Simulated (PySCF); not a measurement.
Structure problem from calculated spectra and properties.

Elements present: C, H, N and O. Monoisotopic mass: 123.0684 u.

* Triplet: lowest triplet excitation (Tamm–Dancoff): 3.77 eV [TDA PBE0/def2-SVPD]
* 1H NMR: chemical shifts (computed TMS as zero) by class: 7.07 (1 H), 6.82 (1 H), 6.82 (1 H), 6.70 (1 H), 3.95 (3 H), 3.61 (2 H) ppm [GIAO PBE0/pcSseg-1]
* Rotational structure: rotational constants A, B, C: 2.605, 1.561, 0.983 GHz [GFN2-xTB]
* Polarisability: 96.0 au [PBE0/def2-SVPD]
* 13C NMR: chemical shifts (computed TMS as zero) by class: 152.2 (1 C), 142.7 (1 C), 126.7 (1 C), 121.0 (1 C), 117.5 (1 C), 112.6 (1 C), 55.7 (1 C) ppm [GIAO PBE0/pcSseg-1]
* NMR, other nuclei: isotropic shieldings of nuclei other than C and H, by class: 201 (1 N), 253 (1 O) ppm [GIAO PBE0/pcSseg-1]
* Dipole: 1.46 D [PBE0/def2-SVPD]
* UV, first state: lowest singlet excitation: 4.83 eV (257 nm, f = 0.065) [TDDFT PBE0/def2-SVPD]

The electronic properties come from PySCF, for the isolated species, density fitting. Levels stand in brackets. Geometry: GFN2-xTB, one conformer, isolated molecule. Each NMR value is the plain mean over a class of atoms that symmetry, rotation or inversion makes alike.

Task: Which formula fits the mass and the elements?

Result: C7H9NO (calculated 123.0684). No other formula that holds each of these elements comes within 0.0003 u with a fitting electron parity and a possible valence count.

Task: What is the compound? Reason from the data.

Result: Numbering: `[CH3:1][O:2][c:3]1[cH:4][cH:5][cH:6][cH:7][c:8]1[NH2:9]`. Its formula, C7H9NO, gives 4 degrees of unsaturation: 1 ring and 3 π bonds in the structure found (Kekulé form). 7 carbons fall into 7 classes; from least to most shielded: aromatic carbon bearing oxygen [C3] (152.2 ppm), aromatic carbon bearing nitrogen [C8] (142.7 ppm), aromatic CH carbon [C6] (126.7 ppm), aromatic CH carbon [C5] (121.0 ppm), aromatic CH carbon [C7] (117.5 ppm), aromatic CH carbon [C4] (112.6 ppm), methoxy carbon [C1] (55.7 ppm). Hydrogen classes from least to most shielded: 1 H on an aromatic CH carbon, C6 (7.07 ppm), 1 H on an aromatic CH carbon, C7 (6.82 ppm), 1 H on an aromatic CH carbon, C5 (6.82 ppm), 1 H on an aromatic CH carbon, C4 (6.70 ppm), 3 H on a methoxy carbon, C1 (3.95 ppm, a mean of values up to 0.5 ppm apart in this geometry), 2 H on an aniline-type nitrogen, N9 (3.61 ppm, a mean of values up to 0.9 ppm apart in this geometry). The other shieldings belong to: 201 ppm, aniline-type nitrogen [N9]; 253 ppm, aryl ether oxygen [O2]. By its constants the optimised geometry is an asymmetric top. Structure: `c1ccc(c(OC)c1)N` (o-anisidine). Computed isomers that give other values at the same levels: `CC(=O)NC1=CC=CC1` (13C chemical shifts (computed TMS as zero) by class: 166.8 (1 C), 153.4 (1 C), 137.3 (1 C), 131.4 (1 C), 112.6 (1 C), 45.7 (1 C), 25.2 (1 C) ppm); `NC(=O)C1=CCCC=C1` (13C chemical shifts (computed TMS as zero) by class: 168.3 (1 C), 144.7 (1 C), 136.9 (1 C), 135.7 (1 C), 129.7 (1 C), 26.4 (1 C), 25.3 (1 C) ppm); `C#CC(=O)NCC1CC1` (13C chemical shifts (computed TMS as zero) by class: 154.3 (1 C), 82.4 (1 C), 79.9 (1 C), 45.4 (1 C), 16.6 (1 C), 5.8 (2 C) ppm). The assignments are read from this structure; whether some other isomer fits the data as well wasn't checked.

Shape of the structure used: `[CH3:1][O:2][c:3]1[cH:4][cH:5][cH:6][cH:7][c:8]1[NH2:9]`: C1–O2–C3–C4 0°, H–N9–C8–C7 163°, H–N9–C8–C7 26°.
